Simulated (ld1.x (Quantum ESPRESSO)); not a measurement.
## u(r) = r·R(r): atom against pseudo-atom (Te)

Columns: radius, all-electron u(r) and pseudo u(r) of the 4d shell (level -50.63 eV) of tellurium in the configuration [Kr] 4d10 5s2 5p3; PBEsol, scalar-relativistic, TM scheme, ld1.x (Quantum ESPRESSO) 7.5.

```csv
r (bohr),all-electron,pseudo
0.098,0.3451,-0.0116
0.195,0.5973,-0.0836
0.292,0.3415,-0.2432
0.390,-0.1269,-0.4728
0.488,-0.5620,-0.7172
0.585,-0.8679,-0.9195
0.682,-1.0410,-1.0517
0.780,-1.1070,-1.1077
0.878,-1.0966,-1.0966
0.975,-1.0396,-1.0396
1.072,-0.9569,-0.9569
1.170,-0.8619,-0.8619
1.268,-0.7647,-0.7647
1.365,-0.6718,-0.6718
1.463,-0.5846,-0.5846
1.560,-0.5063,-0.5063
1.658,-0.4357,-0.4357
1.755,-0.3740,-0.3740
1.852,-0.3200,-0.3200
1.950,-0.2727,-0.2727
2.047,-0.2323,-0.2323
2.145,-0.1971,-0.1971
2.242,-0.1672,-0.1672
2.340,-0.1414,-0.1414
2.438,-0.1195,-0.1195
2.535,-0.1010,-0.1010
```

(1) How many radial nodes do the two functions have?

(2) At about which radius was the pseudo-wave matched?

(3) Is the pseudo-wave norm-conserving?

Answers

(1) The all-electron 4d function has n − l − 1 = 1; the pseudo-wave has 0, since the states of the same l below it are removed with the core.

(2) 0.90 bohr, where the columns begin to agree (steps of 0.10 bohr).

(3) Yes: the TM scheme keeps the norm inside the radius equal to the all-electron one, which fixes the energy derivative of the logarithmic derivative at the level.
